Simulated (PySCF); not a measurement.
Input file for PySCF: R-HF/3-21G on FGeH3O (SMILES [OH][GeH2][F]), a point of a bond scan (R = 1.527 Å).

```python
from pyscf import gto, scf, dft, mp
from pyscf.data.elements import chemcore

mol = gto.M(
    atom='''
    Ge   -0.22747459   -0.25087345    0.02663045
    O     1.45573431   -0.40020062   -0.50453156
    F    -0.54577123    1.44651198    0.30987347
    H    -1.08477265   -0.69634922   -1.15542998
    H    -0.46978155   -0.93226496    1.38080844
    H     2.09980761   -0.16043852    0.16983856
    ''',
    basis='3-21g',
    charge=0, spin=0, verbose=3, max_memory=1800)
mf = scf.RHF(mol)
mf.conv_tol = 1e-8
mf.max_cycle = 100
mf.kernel()
if not mf.converged:
    mf = mf.newton().run(mf.mo_coeff, mf.mo_occ)
```

Output:

```
converged SCF energy = -2240.50131218452
```

Self-consistency was reached.

Cost: around 0.29 core-seconds (rough).
